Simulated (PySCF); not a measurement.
CH₅ClF₂Si₂, SMILES FC[Si@](F)([SiH3])Cl. Atoms are numbered in the order given.

```xyz
11

F     -1.2823    -2.1584     0.3852
C     -1.5478    -0.8019     0.5672
Si    -0.1365     0.1610    -0.2462
F     -0.4021     0.2158    -1.8526
Si     1.9357    -0.8291     0.1947
Cl    -0.2180     2.1111     0.4617
H     -1.6013    -0.5841     1.6486
H     -2.5274    -0.5556     0.1203
H      2.0143    -2.1583    -0.4713
H      3.0304     0.0551    -0.2945
H      2.0488    -0.9971     1.6718
```

Geometry optimised at B3LYP-D3(BJ)/def2-SVP. The structure was generated by enumeration; whether it is a known compound was not checked. The values are those of a single conformer.

Computed with TDDFT-PBE0/def2-SVPD run with PySCF.

Vertical excitations. 

```json
[
 {"state": "S1", "energy (eV)": "6.49", "λ (nm)": "191", "f": "0.014", "main pairs": "HOMO→LUMO 96 %"},
 {"state": "S2", "energy (eV)": "6.67", "λ (nm)": "186", "f": "0.020", "main pairs": "HOMO→LUMO+1 97 %"},
 {"state": "S3", "energy (eV)": "7.57", "λ (nm)": "164", "f": "0.244", "main pairs": "HOMO→LUMO+2 91 %"},
 {"state": "S4", "energy (eV)": "7.78", "λ (nm)": "159", "f": "0.016", "main pairs": "HOMO−1→LUMO 72 %, HOMO→LUMO+3 19 %"},
 {"state": "S5", "energy (eV)": "7.82", "λ (nm)": "158", "f": "0.124", "main pairs": "HOMO→LUMO+3 69 %, HOMO−1→LUMO 17 %"},
 {"state": "S6", "energy (eV)": "7.94", "λ (nm)": "156", "f": "0.005", "main pairs": "HOMO−1→LUMO+1 68 %, HOMO−2→LUMO 24 %"},
 {"state": "S7", "energy (eV)": "8.11", "λ (nm)": "153", "f": "0.046", "main pairs": "HOMO−2→LUMO 58 %, HOMO−1→LUMO+1 18 %"},
 {"state": "S8", "energy (eV)": "8.20", "λ (nm)": "151", "f": "0.008", "main pairs": "HOMO−3→LUMO 71 %"},
 {"state": "S9", "energy (eV)": "8.21", "λ (nm)": "151", "f": "0.049", "main pairs": "HOMO→LUMO+4 57 %, HOMO−2→LUMO+1 11 %, HOMO→LUMO+5 10 %"},
 {"state": "S10", "energy (eV)": "8.26", "λ (nm)": "150", "f": "0.013", "main pairs": "HOMO−3→LUMO+1 50 %, HOMO−2→LUMO+1 17 %, HOMO−4→LUMO 10 %"},
 {"state": "T1", "energy (eV)": "5.80", "λ (nm)": "214", "f": "0", "main pairs": "HOMO→LUMO 91 %"},
 {"state": "T2", "energy (eV)": "5.92", "λ (nm)": "209", "f": "0", "main pairs": "HOMO→LUMO+1 90 %"},
 {"state": "T3", "energy (eV)": "6.81", "λ (nm)": "182", "f": "0", "main pairs": "HOMO→LUMO+2 58 %, HOMO→LUMO+3 21 %"},
 {"state": "T4", "energy (eV)": "7.12", "λ (nm)": "174", "f": "0", "main pairs": "HOMO−1→LUMO 52 %, HOMO→LUMO+3 10 %, HOMO→LUMO+4 9 %"}
]
```
Triplets are in the Tamm–Dancoff approximation, which puts them higher than full response would, so one can lie above its singlet here.
